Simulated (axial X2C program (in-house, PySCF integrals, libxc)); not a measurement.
**Outer orbitals of CoB⁺ at 1.760 Å, HF**

All values were computed with an axial X2C code built on PySCF integrals. Spin-free means the one-electron spin-free X2C Hamiltonian; two-component (2c) means X2C with spin–orbit coupling and atomic mean-field two-electron Coulomb and Gaunt terms, so the difference of the two also holds small scalar two-electron terms. Basis: Co dyall-cv3z [9s10p6d3f2g], B dyall-v3z [7s6p2d1f] (cores contracted in-house); Gaussian nuclei, density fitting, unrestricted open shells. Masses: Co 58.933 u, B 11.009 u.

The distance is close to the 2c PBE0 minimum; the highest filled and lowest empty levels are listed.

Spin-free orbitals, state M_S = 1/2, Λ = 2 (beyond evenly filled blocks: δ+α, δ+β, δ-α) (Löwdin shares):

| symmetry | occupied | ε (eV) | atomic character |
| --- | --- | --- | --- |
| σα | yes | -27.24 | 95% Co d |
| π-α | yes | -26.17 | 98% Co d |
| π+α | yes | -26.17 | 98% Co d |
| δ+α | yes | -25.87 | 100% Co d |
| δ-α | yes | -25.87 | 100% Co d |
| σβ | yes | -23.11 | 59% B s, 16% Co s, 13% Co p |
| δ+β | yes | -22.68 | 100% Co d |
| π+β | yes | -22.41 | 96% Co d |
| σα | yes | -18.15 | 43% B s, 32% Co s, 10% Co p |
| σβ | yes | -15.77 | 75% B p, 9% B s, 7% Co d |
| π-β | yes | -14.80 | 68% B p, 22% Co d, 9% Co p |
| σα | no | -6.17 | 50% Co p, 33% Co s, 9% B p |
| σβ | no | -5.77 | 52% Co s, 33% Co p, 7% B p |
| π+β | no | -5.06 | 52% B p, 46% Co p |
| π-α | no | -4.55 | 67% Co p, 31% B p |
| π+α | no | -4.55 | 67% Co p, 31% B p |

Spinors with spin–orbit coupling (state Ω = 5/2):

| ω | occupied | ε (eV) | atomic character | λ mixture |
| --- | --- | --- | --- | --- |
| 1/2 | yes | -27.23 | 95% Co d | 100% σ |
| -1/2 | yes | -26.21 | 98% Co d | 100% π |
| 3/2 | yes | -26.12 | 98% Co d | 100% π |
| -3/2 | yes | -25.96 | 100% Co d | 100% δ |
| 5/2 | yes | -25.78 | 100% Co d | 100% δ |
| -1/2 | yes | -23.10 | 59% B s, 16% Co s, 13% Co p | 100% σ |
| 3/2 | yes | -22.77 | 100% Co d | 100% δ |
| 1/2 | yes | -22.45 | 96% Co d | 100% π |
| 1/2 | yes | -18.15 | 43% B s, 33% Co s, 10% Co p | 100% σ |
| -1/2 | yes | -15.76 | 75% B p, 9% B s, 7% Co d | 100% σ |
| -3/2 | yes | -14.79 | 68% B p, 22% Co d, 9% Co p | 100% π |
| 1/2 | no | -6.17 | 50% Co p, 33% Co s, 9% B p | 100% σ |
| -1/2 | no | -5.77 | 52% Co s, 33% Co p, 7% B p | 100% σ |
| 1/2 | no | -5.07 | 52% B p, 46% Co p | 100% π |
| -1/2 | no | -4.57 | 67% Co p, 31% B p | 100% π |

Mulliken charges and populations of the two-component result (they depend on the basis, above all on diffuse functions):

Co 1.09 e (s 6.49 p 12.15 d 7.26), B -0.09 e (s 3.46 p 1.59 d 0.03). ⟨Lz⟩ = 2.00 ħ and ⟨Sz⟩ = 0.50 ħ (1.38 and -0.88 on the two atoms), which add up to Ω.

The state is one determinant whose occupation by symmetry is held fixed; it was picked as the lowest of a PBE0 search that is not exhaustive. Other states lie close and PBE0, whose exact exchange favours high spin, may order them wrongly; the determinant shown need not be the ground state. The nearest other spin-free determinant of the search, M_S = 3/2, Λ = 2, lies 0.37 eV up at the distance of the search. The determinant is spin-polarised beyond a pure state at some levels (its spin-free form has ⟨S²⟩ too high), which makes Re and μ there less reliable.
